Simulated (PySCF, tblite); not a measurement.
C5H8SSi.
Geometry (GFN2-xTB, Å), atoms numbered from 1 in this order:
```
atom  x, y, z in Å
C1    -3.5909   -0.4518    1.1124
C2    -2.8414   -0.0829    0.2477
Si3   -1.6700    0.4782   -1.0744
C4     0.0783    0.2313   -0.4331
C5     0.8883   -0.7257   -0.8682
S6     2.5242   -1.0866   -0.3612
C7     2.8526    0.1650    0.9117
H8    -4.2502   -0.7749    1.8667
H9    -1.8992   -0.3230   -2.2804
H10   -1.9020    1.9090   -1.3141
H11    0.4204    0.9062    0.3398
H12    0.5899   -1.4231   -1.6362
H13    3.8534   -0.0348    1.2801
H14    2.1318    0.0648    1.7182
H15    2.8104    1.1562    0.4692
```

Jobs on this species (15 atoms, 68 electrons) with PySCF (density fitting) and tblite. Hardware of each: one thread of an Arm Neoverse V2, shared host. Times come from a shared host and carry two figures at best.

| level and settings | work | basis functions | SCF cycles | wall time |
| --- | --- | --- | --- | --- |
| CAM-B3LYP/def2-SVPD | 8 singlets by full TDDFT, 3 Tamm–Dancoff triplets, polarisability | 215 | ? | ? |
| PBE0/pcSseg-1 | shieldings, charges and field gradients, density and orbital grids written | 173 | 14 | 29 s |
| GFN2-xTB | L-BFGS relaxation | – | – | 0.67 s |

Fill in the missing figures.

- CAM-B3LYP/def2-SVPD; 8 singlets by full TDDFT, 3 Tamm–Dancoff triplets, polarisability: 50 s, 14 SCF cycles

What do all jobs in the table cost together?

About 80 s; the longest takes about 63 % of that, and about 75 times as long as the shortest.
